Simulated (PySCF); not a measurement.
**Vibration and rotation of Ge2**

PBE0 constants of Ge2, ³Σg⁻ (triplet), unpaired electrons π ↑↑ (Ge cc-pVTZ-PP with ECP10; scalar-relativistic core potentials (PySCF 2.14); masses 73.9212 and 73.9212 u):

- ωe: 291.1 cm⁻¹
- ωexe: 0.571 cm⁻¹
- Be: 0.08034 cm⁻¹
- αe: 0.000244 cm⁻¹
- De to Ge + Ge: 2.89 eV

(1) What force constant and bond length do these constants imply?

(2) Estimate the centrifugal constant D from the Kratzer relation and find the Dunham coefficient a1.

Spin–orbit coupling is left out. The state was picked by a PBE0 search and need not be the measured ground state.

## Answers

(1) Reduced mass μred = 36.961 u; k = 5.8918×10⁻⁷·μred·ωe² (u, cm⁻¹, mdyn/Å) = 1.85 mdyn/Å; Re = √(16.8576/(μred·Be)) (u, cm⁻¹, Å) = 2.383 Å.

(2) D = 4Be³/ωe² = 2.45e-08 cm⁻¹; a1 = −1 − αeωe/(6Be²) = -2.83.
